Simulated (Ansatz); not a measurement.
Cost and result for the atomization energy of `C[SiH2][CH2][GaH][SiH3]` (16 atoms, 15 bonds).

```xyz
16

C     1.897    0.598    0.089
Si    0.676    1.417   -1.072
C    -0.754    0.278   -1.465
Ga   -1.794   -0.207    0.134
Si   -0.940   -1.867    1.668
H     1.447    0.381    1.062
H     2.260   -0.344   -0.329
H     2.761    1.245    0.261
H     1.384    1.824   -2.320
H     0.158    2.664   -0.435
H    -1.407    0.761   -2.198
H    -0.339   -0.632   -1.912
H    -3.144    0.550    0.428
H    -2.005   -2.759    2.208
H    -0.306   -1.180    2.833
H     0.106   -2.728    1.046
```

Total charge 0; spin multiplicity 1. Correlated methods include outer-core shells of Ga, which these sets cover unevenly. Scalar relativity is left out up to krypton. The geometry is a stationary point of PBE0-D4/def2-TZVP. It is one conformer, not always the lowest. Program: Ansatz. All runs use 2 threads of an AMD EPYC 7R13 on a shared host and a share of an NVIDIA H100 80 GB. Times are those of one run each, without the atoms' runs, and a repeat can differ threefold. Electronic energies, without spin–orbit coupling; frozen cores. CCSD(T)/CBS adds CCSD(T) − MP2 in def2-TZVPP to the MP2 limit, and its time is that of the two runs behind it. T1 = 0.012. With those shells the extrapolation isn't a true limit. B3LYP takes the VWN-RPA correlation (the form of Gaussian; ORCA's B3LYP/G). HSE06 is the plane-wave form, built on full-range PBE exchange.

CCSD(T)/CBS is a level of theory with its own doubt, some kJ/mol a heavy atom from the limit and from the frozen cores, so smaller differences don't rank the functionals.

```json
{"level": "HSE06-D4/def2-TZVPP", "functions": "348", "wall time": "5.5 s"}
{"level": "BHLYP-D4/def2-TZVPP", "functions": "348", "wall time": "8.5 s"}
{"level": "B97M-V/def2-TZVPP", "functions": "348", "wall time": "9 s"}
{"level": "r2SCANh-D4/def2-TZVPP", "functions": "348", "wall time": "9.5 s"}
{"level": "PBE0-D4/def2-TZVPP", "functions": "348", "wall time": "9.5 s"}
{"level": "LDA (SPW92)/def2-TZVPP", "functions": "348", "wall time": "10 s"}
{"level": "B3LYP-D4/def2-TZVPP (with forces)", "functions": "348", "wall time": "11 s"}
{"level": "ωB97X-V/def2-TZVPP", "functions": "348", "wall time": "12 s"}
{"level": "CCSD(T)/def2-SVP", "functions": "151", "wall time": "14 s"}
{"level": "MP2/def2-QZVPP", "functions": "673", "wall time": "16 s"}
{"level": "PBE-QIDH/def2-TZVPP", "functions": "348", "wall time": "17 s"}
{"level": "CCSD(T)/def2-TZVPP", "functions": "348", "wall time": "21 s"}
{"level": "CCSD(T)/CBS(def2)", "functions": "–", "wall time": "36 s"}
```

What atomization energy does each give, and how far from CCSD(T)/CBS? (Estimate.)

Computed: 
```tsv
level	atomization (kcal/mol)	difference from CCSD(T)/CBS	per bond
HSE06-D4/def2-TZVPP	1228.8	-8.4	-0.6
BHLYP-D4/def2-TZVPP	1218.3	-18.9	-1.3
B97M-V/def2-TZVPP	1240.5	3.3	0.2
r2SCANh-D4/def2-TZVPP	1233.7	-3.5	-0.2
PBE0-D4/def2-TZVPP	1228.4	-8.8	-0.6
LDA (SPW92)/def2-TZVPP	1370.0	132.8	8.8
B3LYP-D4/def2-TZVPP (with forces)	1231.4	-5.8	-0.4
ωB97X-V/def2-TZVPP	1241.6	4.4	0.3
CCSD(T)/def2-SVP	1169.3	-67.9	-4.5
MP2/def2-QZVPP	1223.6	-13.6	-0.9
PBE-QIDH/def2-TZVPP	1227.1	-10.1	-0.7
CCSD(T)/def2-TZVPP	1211.9	-25.3	-1.7
CCSD(T)/CBS(def2)	1237.2	0.0	0.0
```

In def2-TZVPP, CCSD(T) changes the Hartree–Fock value by +269.9 kcal/mol (the triples alone add +11.8 kcal/mol) and MP2 by +266.6 kcal/mol; breaking electron pairs costs correlation energy, which Hartree–Fock lacks. At CCSD(T), def2-SVP lies −67.9 kcal/mol from the extrapolated value and def2-TZVPP −25.4 kcal/mol: correlation converges slowly with the basis, and small sets miss more of it in the bonded molecule than in its fragments. From r2SCAN to r2SCAN0 (25 % exact exchange), in def2-TZVPP and without D4, the atomization energy moves by −7.2 kcal/mol: exact exchange takes away binding that semilocal exchange gives to molecules.
